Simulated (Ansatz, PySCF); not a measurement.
H$_{7}$Si$_{3}$, doublet, at a GFN2-xTB geometry. Base run: CCSD(T)/STO-3G (PySCF).

The PySCF input:
```python
from pyscf import gto, scf, cc

mol = gto.Mole()
mol.atom = '''
    Si    1.93979745    0.47165961    0.10091883
    Si    0.05332804   -0.63234908   -0.54160016
    Si   -1.87730055    0.14500050    0.46169226
    H     3.28672394    0.02470814   -0.26281169
    H     1.98987865    1.93358010    0.02028201
    H    -0.17751861   -0.71822834   -2.00276084
    H     0.27841266   -2.04606664   -0.17893111
    H    -2.94853390   -0.85021347    0.52993420
    H    -2.43260727    1.30498691   -0.23887599
    H    -1.61790441    0.57087873    1.83901062
'''
mol.basis = 'sto-3g'
mol.spin = 1
mol.verbose = 4
mol.build()

mf = scf.UHF(mol)
mf.kernel()

mycc = cc.CCSD(mf)
mycc.kernel()
et = mycc.ccsd_t()
print('E(CCSD(T)) = %.10f' % (mycc.e_tot + et))
```

The same geometry, method and basis name were run in Ansatz (a program for electronic structure) and PySCF, at each program's defaults and at the settings that a row names. The base is PySCF at its defaults. Differences at the defaults can come from grids, fitting, cores and function types together.

```csv
code and settings,ΔE vs base (mEh),basis functions,E (Eh),SCF cycles,SCF-reference dipole (D)
"PySCF, defaults (exact integrals, spherical functions, all electrons correlated)",0.000,34,-861.01414,11,0.19
"Ansatz, defaults (factorised integrals, spherical functions, frozen core)",9.212,34,-861.00493,-,-
"PySCF, frozen core",9.197,34,-861.00494,11,0.19
"Ansatz, high accuracy, frozen core",9.197,34,-861.00494,-,-
```

Open shells are given as the SCF converged; they aren't shown to be the lowest states, and a large step between rows can be another state.
